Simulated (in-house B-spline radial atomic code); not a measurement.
RPA and G0W0 for the nickel ion Ni⁵⁺, [Ar] 3d5, highest spin, as one setting changes: the share of exact exchange in the PBE hybrid start. A dash marks a level of low quasi-particle weight. Computed with a B-spline radial code for spherical atoms: all electrons, scalar-relativistic (spin-free one-electron X2C), finite nucleus, each spin shell either full or empty, empty states to l = 9 with an (l + 1/2)⁻⁴ tail; G0W0 by contour deformation at full frequency.

| share of exact exchange in the PBE hybrid start | mean-field level (eV) | G0W0 level (eV) | RPA correlation (Eh) |
| --- | --- | --- | --- |
| 0 | -94.91 | 3d up -107.73 | -1.5971 |
| 0.1 | -96.44 | 3d up -107.82 | -1.5808 |
| 0.2 | -97.97 | 3d up -107.89 | -1.565 |
| 0.3 | -99.51 | 3d up -107.96 | -1.5498 |
| 0.4 | -101.06 | 3d up -108.02 | -1.535 |
| 0.5 | ? | ? | ? |
| 0.6 | -104.15 | 3d up -108.11 | -1.5069 |
| 0.7 | ? | ? | ? |
| 0.8 | -107.27 | 3d up -108.17 | -1.4803 |
| 0.9 | -108.83 | 3d up -108.20 | -1.4676 |
| 1 | -110.39 | 3d up -108.21 | -1.4552 |

What belongs in the row for 0.7?

mean-field level (eV): -105.71; G0W0 level (eV): 3d up -108.14; RPA correlation (Eh): -1.4934.

What belongs in the row for 0.5?

mean-field level (eV): -102.60; G0W0 level (eV): 3d up -108.07; RPA correlation (Eh): -1.5208.

At what share of exact exchange does G0W0 leave the highest level unchanged?

Near 0.86, where the shift changes sign (-0.905 eV at 0.8, +0.633 eV at 0.9).
